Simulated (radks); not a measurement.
Problem. All-electron atom: Tb47+ in [Ar]. All-electron calculation, scalar-relativistic Kohn-Sham, exchange-only LDA, spin-polarised, spherical densities, point nucleus. Program: a radial shooting solver on a logarithmic mesh with Libxc functionals. Some entries of the table are withheld. Estimate them.

orbital,occ.,eigenvalue (eV),r(max) (bohr),<1/r> (bohr^-1)
1s,2,(1),0.01365,73.06
2s,2,(2),0.07725,17.12
2p,6,-10613.79,0.06252,15.93
3s,2,-4430.851,0.2096,6.830
3p,6,-4147.073,(3),6.464

Solution. 
(1) 1s eigenvalue (eV): -54849.77
(2) 2s eigenvalue (eV): -11547.86
(3) 3p r(max) (bohr): 0.2034
